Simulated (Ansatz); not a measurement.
`OC[S][GeH3]` + `[SiH3]SS` → `S[S][GeH3]` + `OCS[SiH3]`  (redistribution)

Computed with Ansatz on PBE0-D4/def2-TZVP structures; ΔE is electronic, products minus reactants. CBS: MP2 limit from def2 TZ/QZ plus the TZ coupled-cluster correction, frozen cores. Functionals use def2-TZVPP. B3LYP here is the variant with VWN-RPA as its local correlation; programs differ in this. For Ge outer-core shells are correlated without core-valence functions, which leaves a few kJ/mol of doubt a bond. Scalar relativity is left out up to krypton. One conformer a species, not always the lowest.

Is it downhill or uphill in electronic energy at CCSD(T)/CBS, and by how much? (Estimate.)

Ansatz gave: Nearly level: ΔE = -0.1 kcal/mol.

What do these levels give: PBE-D4, PBE0-D4, B3LYP, MP2/def2-TZVPP, HF/def2-QZVPP, CCSD/CBS(def2)? (An estimate is asked.)

Computed: PBE-D4 -0.6, PBE0-D4 -0.5, B3LYP -0.5, MP2/def2-TZVPP -0.1, HF/def2-QZVPP -0.4, CCSD/CBS(def2) -0.1 kcal/mol.

Largest T1 diagnostic among the species: 0.012.
